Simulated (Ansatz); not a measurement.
Reaction (cleavage of the Zn–Si bond): `[NH2][Zn][SiH2]F` + NH₃ → `[NH2][Zn][NH2]` + `F[SiH3]`

Gas-phase electronic energies from Ansatz, PBE0-D4/def2-TZVP geometries. CCSD(T)/CBS adds triple-zeta CCSD(T) − MP2 to the extrapolated MP2 energy (def2 sets, frozen cores). This one scheme is used for every species. DFT in def2-TZVPP. For Zn outer-core shells are correlated without core-valence functions, which leaves a few kJ/mol of doubt a bond. Scalar relativity is left out up to krypton. One conformer a species, not always the lowest.

```json
{"level": "PBE-D4", "ΔE (kJ/mol)": "18.4", "difference from CCSD(T)/CBS": "17.6"}
{"level": "revPBE-D4", "ΔE (kJ/mol)": "17.7", "difference from CCSD(T)/CBS": "16.9"}
{"level": "r2SCAN-D4", "ΔE (kJ/mol)": "9.1", "difference from CCSD(T)/CBS": "8.3"}
{"level": "B97M-V", "ΔE (kJ/mol)": "13.9", "difference from CCSD(T)/CBS": "13.1"}
{"level": "PBE0-D4", "ΔE (kJ/mol)": "16.3", "difference from CCSD(T)/CBS": "15.5"}
{"level": "CAM-B3LYP-D4", "ΔE (kJ/mol)": "2.8", "difference from CCSD(T)/CBS": "2.0"}
{"level": "PBE-QIDH", "ΔE (kJ/mol)": "4.2", "difference from CCSD(T)/CBS": "3.4"}
{"level": "BLYP", "ΔE (kJ/mol)": "9.0", "difference from CCSD(T)/CBS": "8.2"}
{"level": "r2SCAN0", "ΔE (kJ/mol)": "9.0", "difference from CCSD(T)/CBS": "8.2"}
{"level": "LC-ωPBE", "ΔE (kJ/mol)": "5.3", "difference from CCSD(T)/CBS": "4.5"}
{"level": "HF/def2-TZVPP", "ΔE (kJ/mol)": "-0.5", "difference from CCSD(T)/CBS": "-1.3"}
{"level": "MP2/def2-TZVPP", "ΔE (kJ/mol)": "-10.0", "difference from CCSD(T)/CBS": "-10.8"}
{"level": "SCS-MP2/def2-TZVPP", "ΔE (kJ/mol)": "-10.5", "difference from CCSD(T)/CBS": "-11.3"}
{"level": "CCSD/def2-TZVPP", "ΔE (kJ/mol)": "-1.9", "difference from CCSD(T)/CBS": "-2.7"}
{"level": "HF/def2-QZVPP", "ΔE (kJ/mol)": "-2.6", "difference from CCSD(T)/CBS": "-3.4"}
{"level": "MP2/CBS(def2)", "ΔE (kJ/mol)": "-7.2", "difference from CCSD(T)/CBS": "-8.0"}
{"level": "CCSD(T)/CBS", "ΔE (kJ/mol)": "0.8", "difference from CCSD(T)/CBS": "0"}
```

Largest T1 diagnostic among the species: 0.015.

From BLYP to BHLYP (50 % exact exchange), in def2-TZVPP and without D4, ΔE moves by −4.6 kJ/mol. Leaving LDA and LC-ωPBE aside and taking each functional with its dispersion term where it has one, the values, not all of them listed here, spread over 17.9 kJ/mol, from B2PLYP to PBE-D4. LDA lies −5.5 kJ/mol from PBE without D4.

CCSD(T)/CBS has its own doubt, a few kJ/mol and more with outer-core shells, so smaller differences from it don't rank the levels.
